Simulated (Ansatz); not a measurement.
H$_{3}$Ga, triplet, at the geometry of the source list (a higher spin typed on purpose: for a closed-shell molecule this is an excited state). Base run: Ansatz (an electronic-structure program) with PBE/def2-SVP.

Input for Ansatz:
Ansatz 0.2 input:
```yaml
crystal:
  periodic: [false, false, false]
  atoms:
    - {symbol: Ga, position_ang: [0.00000000, 0.00000000, -0.00000000]}
    - {symbol: H, position_ang: [0.67000000, -0.43680000, 1.34750000]}
    - {symbol: H, position_ang: [-0.31380000, 1.51220000, -0.26500000]}
    - {symbol: H, position_ang: [-0.35630000, -1.07550000, -1.08250000]}
basis:
  gaussian:
    orbitals: def2-SVP
hamiltonian:
  xc: pbe
magnetization: {spin_polarized: true, initial_magnetization: 2}
```

Each row names what was changed in the base input (with any setting that the change needs).

| change | ΔE vs base (mEh) |
|---|---|
| base | 0.000 |
| final_grid = 14, 28, 59 | 0.000 |
| final_grid = 6, 12, 29 | 0.003 |
| lower_state_search = off | 0.006 |
| point_charge = charge:-1.0 position_ang:1.078, -2.4006, -3.7327 | -13.352 |
| point_charge = charge:0.5 position_ang:-3.1481, -3.2548, 0.5948 | -3.603 |
| lower_state_search = light | 0.000 |
| point_charge = charge:1.0 position_ang:2.2643, -1.1391, -3.7991 | -10.576 |
| lower_state_search = full | 0.000 |
| fitting.mean_field = def2-universal-JKFIT | -0.059 |
| accuracy = high | 0.001 |
